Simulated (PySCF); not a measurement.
Computed shifts of a molecule CH5F2NSi, PBE0/pcSseg-1 (PySCF), GIAO, gas phase, atoms alike by connectivity averaged where their shifts nearly agree, in ppm (number of nuclei): ¹³C: -4.4 (1). ²⁹Si: -20.3 (1). ¹⁵N: 30.3 (1). ¹⁹F: -135.7 (1), -164.4 (1). ¹H: 1.34 (1), 1.09 (1), 0.48 (3). References: ¹³C against TMS (σ = 186.3 ppm); ²⁹Si against TMS (σ = 352.7 ppm); ¹⁵N against NH3 (σ = 267.4 ppm); ¹⁹F against CFCl3 (σ = 167.2 ppm); ¹H against TMS (σ = 31.56 ppm), references at their B3LYP-D3(BJ)/def2-TZVP geometries, non-relativistic. Coordinates come from a PBE0-D3(BJ)/def2-SVP optimisation. Other conformers were not sampled.

Problem. Which structure fits?
A) N[Si@@H](F)CF
B) NC[SiH](F)F
C) CN[SiH](F)F
D) C[Si](N)(F)F

Solution. D, C[Si](N)(F)F
